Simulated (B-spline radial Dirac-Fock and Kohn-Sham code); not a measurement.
**Dipole and non-dipole photoemission parameters of Mg 2p1/2**

System: the free magnesium atom, [Ne] 3s2; threshold 55.45 eV (orbital energy of the model). Model: Dirac-Hartree-Slater photoionisation with a Latter tail; cross sections with all multipoles, angular parameters from the dipole term and its interference with E2. Program: a B-spline atomic structure program.

The run's input, task.json:

```json
{"items": [{
  "Z": 12,
  "q": 0,
  "cfg": [[1, 0, 2], [2, 0, 2], [2, 1, 6], [3, 0, 2]],
  "A": 24,
  "rrms": 3.057,
  "do": "xps",
  "hv": [60, 61.9, 63.5, 112.0, 113.0, 120.0, 191.0, 316.0, 335.0, 340.0, 343.0, 371.0, 381.0, 400, 445.0, 513.0, 589.0, 600, 707.0, 1000, 1486.9, 2320.0, 2440.0, 4190.0, 6000, 6300.0, 7470.0, 8047.8, 12800.0, 15000],
  "edges": {"K": 1303.0, "L1": 88.6}
}]}
```

Command: `python xray2_run.py task.json out`

For linearly polarised light dσ/dΩ = σ/(4π) [1 + β P₂(cos θ) + (δ + γ cos²θ) sin θ cos φ], with θ from the polarisation vector and φ the angle between the beam and the projection of the electron momentum on the plane normal to the polarisation.

```tsv
hν (eV)	σ (kb)	β	γ	δ
112	1690	1.288	0.020	0.010
113	1670	1.294	0.020	0.011
120	1520	1.334	0.027	0.011
191	583	1.482	0.094	0.013
316	167	1.461	0.191	0.017
335	143	1.451	0.203	0.018
340	137	1.448	0.207	0.018
343	134	1.446	0.208	0.018
371	108	1.430	0.226	0.019
381	100	1.424	0.232	0.019
400	87.8	1.412	0.243	0.020
445	?	?	?	?
513	43.2	1.339	0.303	0.025
589	28.8	1.290	0.337	0.029
600	27.2	1.284	0.341	0.029
707	16.6	1.219	0.382	0.034
1000	5.62	1.066	0.467	0.049
1486.9	1.53	0.877	0.557	0.073
2320	0.334	0.672	0.645	0.112
2440	0.280	0.651	0.655	0.118
4190	0.0402	0.447	0.766	0.184
6000	0.0106	0.340	0.853	0.240
6300	0.00878	0.327	0.866	0.248
7470	0.00459	0.283	0.914	0.279
8047.8	0.00345	0.265	0.936	0.294
12800	0.000564	0.163	1.073	0.395
15000	0.000301	0.134	1.122	0.435
```

Q: Give the values at 445 eV.

A: σ = 65.1 kb, β = 1.383, γ = 0.268, δ = 0.022.

Values without a named source are computed, but for edge energies of neutral atoms, which are taken from tables.
